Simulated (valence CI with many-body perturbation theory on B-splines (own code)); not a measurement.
P+ in brief

Method: configuration interaction combined with many-body perturbation theory (CI+MBPT): four valence electrons over a frozen Dirac-Fock core [Ne], radial functions for each j: 9 s, 9 p, 8 d, 6 f, 3 g, 1 h, with the one-electron correlation potential Σ1, the two-electron term Σ2, the three-electron term Σ3, Breit, model QED; selected CI, second order for the rest, scaled by the run's own slope (own B-spline code, finite nucleus).

Set against measurement, 24 paired levels are off by 40 cm⁻¹ on average, the worst by 202. These come from a selection out of the NIST Handbook of Basic Atomic Spectroscopic Data. Levels without a partner in it may be off by more. Among the levels kept, up to 540 cm⁻¹ of a level comes from second order outside the variational space, and about a tenth of that is noise between levels of different J, which matters for small intervals.

Rates and lifetimes use the calculated energies. Strong lines usually hold to 10 to 20 %, long lifetimes can be off by a factor of two.

What is the ground level?

3s2 3p2 3P_0, composition 94 % 3s2 3p2 3P.

Name the longest-lived excited levels whose lifetime is computed, and their main decay.

3s2 3p2 3P_1 at 164 cm⁻¹ lives 12500 s, mostly by M1 to 3s2 3p2 3P_0; 3s2 3p2 3P_2 at 469 cm⁻¹ lives 2590 s, mostly by M1 to 3s2 3p2 3P_1; 3s2 3p2 1D_2 at 8958 cm⁻¹ lives 44.7 s, mostly by M1 to 3s2 3p2 3P_2.

How is the term 3P of the ground level split?

J = 0 at 0.0, J = 1 at 164, J = 2 at 469 cm⁻¹.

What is the ionisation energy?

19.764 eV; NIST lists 19.7695 eV (semi-empirical).

Where does the other parity begin?

At 3s 3p3 5S°_2, 45495 cm⁻¹.

What are the static dipole polarisabilities of the lowest levels?

3s2 3p2 3P_0 13.7; 3s2 3p2 3P_1 13.8 (tensor -0.11); 3s2 3p2 3P_2 13.8 (tensor 0.20); 3s2 3p2 1D_2 14.3 (tensor -0.58) bohr³, of which the core gives 0.106.

Among levels below 108310 cm⁻¹, which E1 lines absorb most strongly from the ground level?

to 3s2 3p 3d 3P°_1 at 96.30 nm, f = 1.78; to 3s2 3p 4s 3P°_1 at 115.3 nm, f = 0.246; to 3s2 3p 3d 3D°_1 at 96.03 nm, f = 0.106.
